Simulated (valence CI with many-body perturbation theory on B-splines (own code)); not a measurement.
# Ta39+: what each term of the Hamiltonian does

Computed by configuration interaction combined with many-body perturbation theory (CI+MBPT): six valence electrons over a frozen Dirac-Fock core [Ar] 3d10, a basis of 9 s, 9 p, 8 d, 6 f, 3 g, 1 h functions for each j, with the one-electron correlation potential Σ1 (screened to all orders), the two-electron term Σ2, the three-electron term Σ3, Breit, model QED; selected single and double excitations, second order for the rest, scaled by the run's own slope (own B-spline code, finite nucleus).

The last digits are not significant, and no measured levels were compared; by estimate large intervals hold to a few tenths of a per cent, small ones and those within an open d or f shell to about a per cent. Among the levels kept, up to 640 cm⁻¹ of a level comes from second order outside the variational space, and about a tenth of that is noise between levels of different J, which matters for small intervals.

Each rung adds one term. CI alone is the Dirac-Coulomb CI over the frozen core; QED comes last and gives the full result, which names the levels. Energies are above (4s^2 4p1/2^2 4p3/2^2) J=2 on the same rung, in cm⁻¹.

Levels are named by their leading jj configuration (3d3/2^4 stands for four electrons in 3d with j = 3/2), which in mixed levels can hold well under half, so a name can repeat and another be missing. Letters in brackets count levels of one name in rising energy.

```
                             Level  CI alone     Σ1     Σ2    Σ3   Breit    QED     Full
        (4s^2 4p1/2^2 4p3/2^2) J=0     70411    +22  -1064  -299    +408     -4    69473
          (4s^2 4p1/2 4p3/2^3) J=1    691411  +1974  +1822   +94   -7722   +837   688416
          (4s^2 4p1/2 4p3/2^3) J=2    727998  +1981  +1347   -60   -8093   +831   724003
    (4s^2 4p1/2^2 4p3/2 4d3/2) J=2   1213980  -1651  -1751  +515   -2526  -1534  1207030
    (4s^2 4p1/2^2 4p3/2 4d3/2) J=1   1234350  -1557  -1862  +497   -2480  -1824  1227130
    (4s^2 4p1/2^2 4p3/2 4d3/2) J=0   1237630  -1658  -1910  +484   -2243  -1671  1230630
    (4s^2 4p1/2^2 4p3/2 4d3/2) J=3   1245000  -1632  -1985  +390   -3105  -1444  1237230
    (4s^2 4p1/2^2 4p3/2 4d5/2) J=2   1365810   -338   -625  +723   -4807  -2851  1357910
    (4s^2 4p1/2^2 4p3/2 4d5/2) J=4   1380240   -901  -2225  +517   -6231  -1068  1370340
                (4s^2 4p3/2^4) J=0   1447830  +3950  +2830  -126  -15519  +1612  1440580
    (4s^2 4p1/2^2 4p3/2 4d5/2) J=3   1489890   -878  -6556   +34   -6095  -1085  1475310
    (4s^2 4p1/2^2 4p3/2 4d5/2) J=1   1505230   -554  -4566    +4   -5240  -2041  1492840
          (4s 4p1/2^2 4p3/2^3) J=2   1538520   +574  -3424  +280   -2914  -5832  1527200
          (4s 4p1/2^2 4p3/2^3) J=1   1620040   +750  -4844  +116   -2651  -6224  1607180
(4s^2 4p1/2 4p3/2^2 4d3/2) J=1 [a]   1871140   +320   +251  +791  -10355   -924  1861230
    (4s^2 4p1/2 4p3/2^2 4d3/2) J=0   1871450   +356   +788  +827  -10557  -1028  1861840
(4s^2 4p1/2 4p3/2^2 4d3/2) J=2 [a]   1872680   +285   +375  +802  -10705   -630  1862810
(4s^2 4p1/2 4p3/2^2 4d3/2) J=3 [a]   1902390   +316    +71  +668  -11281   -617  1891550
    (4s^2 4p1/2 4p3/2^2 4d3/2) J=4   1938000   +300   -249  +434  -11599   -629  1926260
(4s^2 4p1/2 4p3/2^2 4d3/2) J=2 [b]   1980150   +330  -1249  +293  -10828   -660  1968040
(4s^2 4p1/2 4p3/2^2 4d5/2) J=3 [a]   2021020  +1008   -258  +824  -13790   -269  2008530
(4s^2 4p1/2 4p3/2^2 4d5/2) J=4 [a]   2028430  +1037   +142  +761  -13991   -242  2016140
    (4s^2 4p1/2 4p3/2^2 4d5/2) J=0   2048550  +1577  +1864  +809  -12694  -2152  2037950
(4s^2 4p1/2 4p3/2^2 4d5/2) J=1 [a]   2052430  +1276   -421  +548  -12824  -1097  2039910
(4s^2 4p1/2 4p3/2^2 4d3/2) J=2 [c]   2063980   +408  -8429   -54  -10507   -987  2044410
(4s^2 4p1/2 4p3/2^2 4d3/2) J=3 [b]   2066270   +347  -7608  -123  -11216   -618  2047050
(4s^2 4p1/2 4p3/2^2 4d3/2) J=1 [b]   2069430   +600  -7353  +170  -10512  -1693  2050640
(4s^2 4p1/2 4p3/2^2 4d5/2) J=4 [b]   2074140  +1057   -290  +579  -14571   -247  2060670
    (4s^2 4p1/2 4p3/2^2 4d5/2) J=5   2087980  +1064   -119  +465  -14943   -436  2074010
(4s^2 4p1/2 4p3/2^2 4d3/2) J=1 [c]   2131960   +475  -8899  -355  -10518  -1058  2111610
(4s^2 4p1/2 4p3/2^2 4d5/2) J=2 [a]   2149040  +1074  -1311  +173  -13542   -257  2135180
```

The middle columns are the shifts that each term adds.

(1) How does the ionisation energy move along the ladder, and which term matters most?

Results:

(1) CI alone 1859.0, + Σ1 1860.5, + Σ2 1860.8, + Σ3 1860.4, + Breit 1859.0, + QED 1858.9 eV. The largest step is Σ1, 1.5 eV. NIST lists 1857 ± 4 eV (theoretical).
